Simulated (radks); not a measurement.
Results of a calculation; reference values are marked as such.
Polarisability of the phosphorus ion P3+, [Ne] 3s2, at imaginary frequency. Level of theory: scalar-relativistic Kohn-Sham, LDA (Slater exchange, Perdew-Wang correlation), spin-polarised, spherical densities, finite nucleus; Fermi nuclear charge, rms radius 3.1889 fm (a radial shooting solver on a logarithmic mesh with Libxc functionals). Response by self-consistent Sternheimer equations with the Hartree and adiabatic LDA kernel, the relativistic mass of each level held fixed and spin-orbit coupling left out.

w (hartree)  alpha1(iw) (bohr^3)  alpha2(iw) (bohr^5)
0.00266                    6.412                13.41
0.0143                     6.407                13.41
0.0360                     6.379                13.39
0.0697                     6.288                13.34
0.118                      6.067                13.19
0.186                      5.623                12.87
0.280                      4.867                12.23
0.413                      3.811                11.09
0.605                      2.639                9.280
0.892                      1.614                6.858
1.35                      0.8900                4.297
2.12                      0.4564                2.220
3.59                      0.2225               0.9215
6.94                     0.09624               0.2865
17.5                     0.02496              0.05205

Static values: alpha1 = 6.412 bohr^3 (0.9502 angstrom^3; uncoupled 10.83), alpha2 = 13.42 bohr^5, alpha3 = 45.30 bohr^7. C6 = 15.84, C8 = 213.8, triple-dipole C9 = 74.51 atomic units. One-pole (London) frequency 4 C6 / (3 alpha1^2) = 0.513 hartree, against 1.681 for minus the highest occupied eigenvalue.
